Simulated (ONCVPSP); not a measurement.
# Which change was made? (Hf, ONCV)

```
Element                 : hafnium (Hf)
Generator               : ONCVPSP 4.0.1
Type                    : optimised norm-conserving Vanderbilt (ONCV)
Functional              : PBEsol
Relativity              : scalar-relativistic
Frozen core             : [Xe] 4f14
Valence charge          : 4
Reference configuration : 5d2 6s1.5 (charge +0.5)
Partial waves           : 6s: rc 3.15 bohr, ncon 3, nbas 5, qcut 1.8 1/bohr, 3 projectors, debl 0.5 Ha; p scattering state at 0.11 Ha: rc 3.05 bohr, ncon 5, nbas 9, qcut 2.1 1/bohr, 2 projectors, debl 1 Ha; 5d: rc 2.90 bohr, ncon 5, nbas 10, qcut 5.3 1/bohr, 2 projectors, debl 1.3 Ha; f scattering state at 0.2 Ha: rc 2.90 bohr, ncon 4, nbas 8, qcut 4.5 1/bohr, local
Local potential         : the f channel
Core correction         : Teter function fitted to the true core (icmod 2), fcfact 0.2
```

In the p channel the program set the typed energies aside and used 0.050, 1.050 Ha.

Cutoffs, loose and tight: the cutoffs (Ha) at which the residual kinetic energy of the hardest occupied pseudo-wave falls to 1 and 0.1 mHa per electron. They do not see the model core or the augmentation charge, which bear on the density cutoff. Test errors are all-electron minus pseudo excitation energies from the reference, over the configurations 5d2 6s2; 5d2 6s1; 5d2 6s0; 5d2 6s1 6p1; variants that change the core or the reference have their own tests. The largest error is taken over the tests solved by every variant that gives reliable tests at all, those not shown here included: 5d2 6s0; 5d2 6s1; 5d2 6s2.

The base gives: outcome: generated, projector energies reset by the program; cutoff, loose: 9.8 Ha; cutoff, tight: 11 Ha; bound ghosts: none; GHOST(+) flags above zero: s, p; largest test error (meV): -36.

(1) After one change the result is: outcome: generated, projector energies reset by the program; cutoff, loose: 8.1 Ha; cutoff, tight: 19 Ha; bound ghosts: none; GHOST(+) flags above zero: none; largest test error (meV): -40. Which change was it?
A. s: qcut 1.4; p: qcut 1.7; d: qcut 4.2; f: qcut 3.6
B. s: qcut 1.2; p: qcut 1.4; d: qcut 3.6; f: qcut 3.1
C. s: qcut 2.6; p: qcut 3; d: qcut 7.6; f: qcut 6.4

Answers

(1) A. The others give: s: qcut 1.2; p: qcut 1.4; d: qcut 3.6; f: qcut 3.1 → outcome: generated, projector energies reset by the program; cutoff, loose: 17 Ha; cutoff, tight: 42 Ha; bound ghosts: s; GHOST(+) flags above zero: p; largest test error (meV): -42 | s: qcut 2.6; p: qcut 3; d: qcut 7.6; f: qcut 6.4 → outcome: generated, projector energies reset by the program; cutoff, loose: 11 Ha; cutoff, tight: 13 Ha; bound ghosts: s, p; GHOST(+) flags above zero: p; largest test error (meV): -29.
